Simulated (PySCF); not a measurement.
Basis-set dependence of CsK at PBE0

PySCF, UKS reference; singlet, unpaired electrons none; De to Cs + K without counterpoise correction.

```csv
basis,relativity,functions,Re (Å),ωe (cm⁻¹),De (eV),μ (D)
def2-SVP,scalar-relativistic core potentials,48,4.387,66.5,0.46,-1.85
def2-SVPD,scalar-relativistic core potentials,54,4.387,66.6,0.46,-1.88
x2c-TZVPall,spin-free X2C,102,4.368,67.9,0.47,-2.15
```

Q: How does each smaller set differ from the one with most functions, x2c-TZVPall?

A: def2-SVP: +1.9 pm, -2.1 % in ωe, -0.01 eV in De; def2-SVPD: +1.9 pm, -1.9 % in ωe, -0.01 eV in De. All at PBE0; the set with most functions is neither the basis-set limit nor always the best. The rows treat relativity differently, so the differences are not basis effects alone.

A positive dipole means Cs(−)K(+). Closed-shell solutions of metal pairs were not tested for spin polarisation, which can lower them a little. Spin–orbit coupling is left out.
